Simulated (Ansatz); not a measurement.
Species: CH2F3Ge (charge 0, doublet). It need not be the lowest isomer of its formula. 
Geometry from a B3LYP-D3(BJ)/def2-TZVP (Ansatz, an electronic-structure program) optimisation:
SMILES: [Ge]([F])([CH2])([F])[F]
```xyz
7

C      1.9110     0.1322     0.1955
Ge     0.0285     0.0018     0.0024
F     -0.7185     1.5336    -0.2406
F     -0.4801    -0.9598    -1.3336
F     -0.7233    -0.7054     1.3800
H      2.4699     0.8894    -0.3360
H      2.4484    -0.5553     0.8333
```
Charge 0, spin multiplicity 2.

Wanted: atomisation energy (electronic, to ground-state atoms), in kcal/mol. Valence correlation only, unless marked. Open shells are spin-unrestricted. No spin-orbit coupling. The frozen core is the preceding noble-gas configuration, with the filled d and f shells of earlier blocks. No relativistic terms. The coupled-cluster limit lacks core correlation, which all-electron functionals hold. Basis-set limits of correlation are two-point, X^-3; Hartree-Fock from the larger set. [CCSD(T)-MP2]/basis is that difference in the basis named.

```tsv
level	program	atomisation energy (kcal/mol)	minus last row
PBE-D3(BJ)/def2-TZVPD	Ansatz + dftd3	630.6	4.4
PBE-D4/def2-TZVPD	Ansatz + dftd4	631.0	4.8
B3LYP-D4/def2-TZVPD	Ansatz + dftd4	610.5	-15.7
PBE0-D3(BJ)/def2-TZVP	Ansatz + dftd3	612.2	-14.0
PBE0-D3(BJ)/def2-TZVPD	Ansatz + dftd3	612.5	-13.7
PBE0-D4/def2-TZVPD	Ansatz + dftd4	612.8	-13.4
r2SCANh-D4/def2-TZVPD	Ansatz + dftd4	616.5	-9.7
CAM-B3LYP/def2-TZVPD	Ansatz	616.6	-9.6
B2GP-PLYP-D3(BJ)/def2-TZVPD	Ansatz + dftd3	614.2	-12.0
PBE-QIDH/def2-TZVPD	Ansatz	613.9	-12.3
MP2/cc-pVDZ	Ansatz	579.1	-47.1
SCS-MP2/cc-pVTZ	Ansatz	615.1	-11.1
CCSD(T)/cc-pVTZ	Ansatz	603.8	-22.4
RI-MP2/CBS(cc-pVTZ,cc-pVQZ)+[CCSD(T)-MP2]/cc-pVDZ	Ansatz	626.7	0.5
CCSD(T)/CBS(cc-pVTZ,cc-pVQZ)	Ansatz	626.2	0.0
```
